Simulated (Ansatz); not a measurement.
Energy needed to pull apart SiH$_{4}$SeO (SMILES O[SiH2][SeH]), closed shell, into free ground-state atoms, from the structure below (displaced at random from a GFN2-xTB minimum); no zero-point or spin–orbit terms; open-shell atoms are treated unrestricted, in their ground-state multiplicity.

| atom | x (Å) | y (Å) | z (Å) |
| --- | --- | --- | --- |
| O1 | -1.1115 | -0.5676 | -0.4678 |
| Si2 | -0.1027 | 0.4823 | 0.0475 |
| Se3 | 1.3185 | -0.6035 | 1.3326 |
| H4 | -1.8434 | -0.2985 | -1.0676 |
| H5 | 0.6708 | 1.2576 | -0.9542 |
| H6 | -0.6951 | 1.5426 | 1.0985 |
| H7 | 1.8207 | -1.4459 | 0.1100 |

Program: Ansatz 0.2.0. Basis: def2-TZVPP. Cores are frozen in the correlated methods. Filled d shells of the heavier atoms are correlated. The def2 sets are not built for correlating such inner shells, so the correlated values are less sure here.

```
      method  atomization energy (kcal/mol)
      PBE-D4                              ?
   r2SCAN-D4                              ?
      B97M-V                          516.3
     PBE0-D4                          508.0
CAM-B3LYP-D4                          514.9
     wB97M-V                          514.7
          HF                          361.7
         MP2                          507.0
        CCSD                          494.5
     CCSD(T)                          502.0
```

What does PBE-D4 give? (Judge from chemistry; the value comes from the calculation.)

Computed: 516.4 kcal/mol, which is about 14.4 kcal/mol more than CCSD(T)/def2-TZVPP.

What does r2SCAN-D4 give? (Judge from chemistry; the value comes from the calculation.)

Computed: 516.4 kcal/mol, which is about 14.4 kcal/mol more than CCSD(T)/def2-TZVPP.

In triple zeta the MP2 and coupled-cluster atomization energies are still short of their basis limit by a few kcal/mol a bond, whereas those of the functionals are nearly converged, so these differences are not deviations from converged CCSD(T).

T1 diagnostic: at most 0.011.

For scale, one of the runs: CCSD(T)/def2-TZVPP forces, 177 basis functions (an equivalent command: `ansatz run in.yaml --threads 4`). Hardware: 4 CPU threads, shared host. Wall time 2.8 min; peak host memory 3 GiB.
